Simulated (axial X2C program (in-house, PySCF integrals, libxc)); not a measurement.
# Density and ELF of RuO⁻

Computed with an axial X2C code built on PySCF integrals. Two-component (2c) means X2C with spin–orbit coupling and atomic mean-field two-electron Coulomb and Gaunt terms. Basis: Ru dyall-acv3z [13s13p9d5f3g], O dyall-av3z [7s6p3d2f] (cores contracted in-house); Gaussian nuclei, density fitting, unrestricted open shells. Masses: Ru 101.904 u, O 15.995 u.

PBE0, 2c, state Ω = 7/2 (⟨Sz⟩ = 1.50, ⟨Lz⟩ = 2.00 at PBE0); Ru at z = 0, O at z = 1.715 Å.

The maps cover the half plane through the axis: z from -2.4 to 3.6 Å along the bond, ρ from 0.15 to 2.25 Å away from it.

log10 of the density in e/bohr³:

```
 ρ\z  -2.4  -1.8  -1.2  -0.6   0.0   0.6   1.2   1.8   2.4   3.0   3.6
0.15  -3.0  -2.6  -1.7  -0.1   1.7  -0.2  -0.4   0.5  -0.8  -2.0  -3.1
0.45  -3.0  -2.6  -1.8  -0.5   0.2  -0.5  -0.7  -0.3  -1.1  -2.2  -3.2
0.75  -3.0  -2.5  -1.9  -0.9  -0.4  -1.0  -1.1  -0.9  -1.5  -2.4  -3.4
1.05  -3.0  -2.6  -2.0  -1.4  -1.1  -1.4  -1.6  -1.5  -1.9  -2.7  -3.6
1.35  -3.1  -2.7  -2.2  -1.8  -1.6  -1.8  -2.0  -2.1  -2.4  -3.0  -3.8
1.65  -3.2  -2.8  -2.4  -2.1  -2.0  -2.2  -2.4  -2.5  -2.8  -3.4  -4.0
1.95  -3.3  -3.0  -2.6  -2.4  -2.3  -2.5  -2.7  -2.9  -3.2  -3.7  -4.3
2.25  -3.4  -3.1  -2.8  -2.7  -2.6  -2.8  -3.0  -3.3  -3.6  -4.0  -4.6
```

Electron localisation function (collinear form, no current term, damped to 0 at low density):

```
 ρ\z  -2.4  -1.8  -1.2  -0.6   0.0   0.6   1.2   1.8   2.4   3.0   3.6
0.15  0.12  0.02  0.03  0.76  0.62  0.64  0.78  0.20  0.84  0.38  0.05
0.45  0.16  0.04  0.05  0.65  0.50  0.53  0.73  0.84  0.80  0.33  0.04
0.75  0.23  0.12  0.12  0.43  0.63  0.29  0.56  0.82  0.70  0.25  0.03
1.05  0.32  0.26  0.26  0.35  0.35  0.19  0.33  0.64  0.49  0.16  0.01
1.35  0.37  0.41  0.42  0.41  0.32  0.19  0.18  0.34  0.26  0.07  0.00
1.65  0.36  0.51  0.55  0.51  0.39  0.23  0.12  0.13  0.10  0.02  0.00
1.95  0.27  0.53  0.60  0.59  0.48  0.27  0.09  0.05  0.03  0.01  0.00
2.25  0.16  0.45  0.60  0.60  0.51  0.28  0.07  0.02  0.01  0.00  0.00
```

Axial spin density in 10⁻³ e/bohr³:

```
 ρ\z  -2.4  -1.8  -1.2  -0.6    0.0   0.6   1.2    1.8   2.4   3.0  3.6
0.15  -0.4  -0.5   1.6  48.8  288.9  49.4  -7.7  134.6  -2.1  -0.3  0.0
0.45  -0.3  -0.1   5.0  84.1   94.7  69.3  -1.5   69.6   2.8  -0.1  0.0
0.75  -0.3   0.1   5.6  44.1   54.4  26.9  -1.2   15.3   2.6   0.1  0.0
1.05  -0.2   0.2   3.8  16.6   17.0   7.0  -0.8    3.1   1.2   0.1  0.0
1.35  -0.2   0.1   1.9   5.8    5.3   1.8  -0.3    0.6   0.5   0.1  0.0
1.65  -0.1   0.0   0.8   2.0    1.7   0.5  -0.2    0.1   0.2   0.1  0.0
1.95  -0.1  -0.1   0.2   0.6    0.5   0.1  -0.1    0.0   0.1   0.0  0.0
2.25  -0.1  -0.1   0.0   0.1    0.1   0.0  -0.1    0.0   0.0   0.0  0.0
```

The state is a single determinant with fixed occupations, the lowest that a limited PBE0 search found. Density functionals use the spin component along the axis (collinear). Without a current term, density functionals place determinants with orbital angular momentum somewhat too high. With several unpaired electrons one determinant need not be a pure state. The highest occupied level of some functionals is positive through self-interaction error; at Hartree–Fock it is bound. The lowest spin-free determinant has another configuration (M_S = 3/2, Λ = 0), so the order of states is uncertain and this need not be the ground state.
